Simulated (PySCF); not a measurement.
Structure problem from calculated spectra and properties.

Elements present: C, H, N, O and P. Monoisotopic mass: 131.0500 u.

| Item | Value |
| --- | --- |
| Dipole | 1.76 D [PBE0/pcSseg-1] |
| 13C NMR | chemical shifts (computed TMS as zero) by class: 172.6 (1 C), 95.9 (1 C), 64.2 (1 C), 37.8 (2 C) ppm [GIAO PBE0/pcSseg-1] |
| Rotational structure | rotational constants A, B, C: 2.833, 1.127, 1.045 GHz [GFN2-xTB] |
| NMR, other nuclei | isotropic shieldings of nuclei other than C and H, by class: 214 (1 N), 223 (1 O), 417 (1 P) ppm [GIAO PBE0/pcSseg-1] |
| 1H NMR | chemical shifts (computed TMS as zero) by class: 6.05 (1 H), 4.24 (3 H), 2.51 (6 H) ppm [GIAO PBE0/pcSseg-1] |

Gas-phase values; electronic properties from PySCF, density fitting. Levels stand in brackets. Isolated species at its GFN2-xTB geometry (one conformer only). GFN2-xTB frequencies show an imaginary mode (69i cm⁻¹), so this geometry is no minimum at that level. NMR classes are plain means over equivalent atoms (diastereotopic ones count apart unless rotation or inversion swaps them), as if these changed places fast.

Q: Which formula fits the mass and the elements?

A: C5H10NOP (calculated 131.0500). No other formula that holds each of these elements comes within 0.0003 u with a fitting electron parity and a possible valence count.

Q: Propose a structure and show how it fits.

A: Numbering: `[CH3:1][O:2][C:3]1=[CH:4][P:5]1[N:6]([CH3:7])[CH3:8]`. 5 carbons fall into 4 classes; from least to most shielded: vinylic carbon bearing oxygen [C3] (172.6 ppm), alkene CH carbon [C4] (95.9 ppm), methoxy carbon [C1] (64.2 ppm), N-methyl carbon [C7/C8] (37.8 ppm, 2 C, up to 7.8 ppm apart in this geometry). Hydrogen classes from least to most shielded: 1 H on an alkene CH carbon, C4 (6.05 ppm), 3 H on a methoxy carbon, C1 (4.24 ppm), 6 H on 2 N-methyl carbons, C7/C8 (2.51 ppm, a mean of values up to 1.6 ppm apart in this geometry). The other shieldings belong to: 214 ppm, nitrogen bonded to 2 C and P [N6]; 223 ppm, ether oxygen [O2]; 417 ppm, three-coordinate phosphorus [P5]. The optimised geometry has point group C1 and is an asymmetric top. Structure: `COC1P(N(C)C)C=1`. Computed isomers that give other values at the same levels: `NP1CCC(=O)CC1` (13C chemical shifts (computed TMS as zero) by class: 214.7 (1 C), 42.3 (2 C), 41.6 (2 C) ppm); `C=C[C@@H]1C[P@@]1(=N)CO` (13C chemical shifts (computed TMS as zero) by class: 143.7 (1 C), 120.5 (1 C), 64.5 (1 C), 32.2 (1 C), 21.5 (1 C) ppm); `CC[P@@](C)(=O)CC#N` (13C chemical shifts (computed TMS as zero) by class: 120.5 (1 C), 26.4 (1 C), 18.8 (1 C), 18.6 (1 C), 6.4 (1 C) ppm). The assignments are read from this structure; whether some other isomer fits the data as well wasn't checked.

Shape of the structure used: `[CH3:1][O:2][C:3]1=[CH:4][P:5]1[N:6]([CH3:7])[CH3:8]`: C1–O2–C3–C4 -178°, C4–P5–N6–C7 7°.
